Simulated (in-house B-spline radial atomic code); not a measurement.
Orbital energies and mean radii along the 5-electron series, configuration [He] 2s2 2p1. The effective charge is n√(-2ε), a non-relativistic measure. Computed with a B-spline radial code for spherical atoms: Dirac-Hartree-Fock, average of the configuration, finite nuclei.

```
  ion   Z  energy of 2s1/2 (Eh)  mean radius of 2s1/2 (bohr)  energy of 1s1/2 (Eh)  mean radius of 1s1/2 (bohr)  energy of 2p3/2 (Eh)  mean radius of 2p3/2 (bohr)  effective charge of 2s1/2
In44+  49               -277.89                      0.12134              -1178.17                     0.029551               -265.21                      0.10596                      47.15
Sn45+  50               -290.57                      0.11857              -1229.79                     0.028898               -276.97                      0.10369                     48.214
Sb46+  51               -303.57                      0.11591              -1282.63                      0.02827               -288.99                       0.1015                     49.281
Te47+  52                -316.9                      0.11336              -1336.71                     0.027665               -301.27                     0.099408                     50.351
 I48+  53               -330.55                      0.11089              -1392.05                     0.027081               -313.82                     0.097394                     51.424
Xe49+  54                     ?                            ?                     ?                            ?                     ?                            ?                          ?
Cs50+  55               -358.86                      0.10623              -1506.51                     0.025975               -339.69                     0.093592                      53.58
Ba51+  56                     ?                            ?                     ?                            ?                     ?                            ?                          ?
La52+  57               -388.51                      0.10188              -1626.14                     0.024942               -366.61                     0.090064                      55.75
Ce53+  58               -403.86                     0.099816              -1687.91                     0.024451               -380.47                     0.088394                     56.841
Pr54+  59               -419.55                     0.097818              -1751.02                     0.023975               -394.59                     0.086782                     57.935
Nd55+  60                -435.6                     0.095884              -1815.47                     0.023514               -408.98                     0.085224                     59.033
Pm56+  61                     ?                            ?                     ?                            ?                     ?                            ?                          ?
Sm57+  62                -468.8                     0.092194              -1948.46                     0.022634               -438.55                     0.082264                      61.24
Eu58+  63               -485.95                     0.090432              -2017.04                     0.022213               -453.74                     0.080855                      62.35
Gd59+  64               -503.47                     0.088722              -2087.03                     0.021804               -469.19                     0.079492                     63.465
Tb60+  65               -521.38                     0.087061              -2158.46                     0.021406               -484.92                     0.078171                     64.584
```

Question: Fill in the row of Xe49+.

Answer: energy of 2s1/2 (Eh): -344.54; mean radius of 2s1/2 (bohr): 0.10852; energy of 1s1/2 (Eh): -1448.64; mean radius of 1s1/2 (bohr): 0.026519; energy of 2p3/2 (Eh): -326.62; mean radius of 2p3/2 (bohr): 0.095457; effective charge of 2s1/2: 52.5.

Question: Fill in the row of Ba51+.

Answer: energy of 2s1/2 (Eh): -373.51; mean radius of 2s1/2 (bohr): 0.10402; energy of 1s1/2 (Eh): -1565.67; mean radius of 1s1/2 (bohr): 0.02545; energy of 2p3/2 (Eh): -353.02; mean radius of 2p3/2 (bohr): 0.091796; effective charge of 2s1/2: 54.663.

Question: Fill in the row of Pm56+.

Answer: energy of 2s1/2 (Eh): -452.02; mean radius of 2s1/2 (bohr): 0.09401; energy of 1s1/2 (Eh): -1881.28; mean radius of 1s1/2 (bohr): 0.023067; energy of 2p3/2 (Eh): -423.63; mean radius of 2p3/2 (bohr): 0.083719; effective charge of 2s1/2: 60.134.

Question: How does the screening of 2s1/2 change?

Answer: Z less the effective charge goes from 1.85 at Z = 49 to 0.42 at Z = 65.
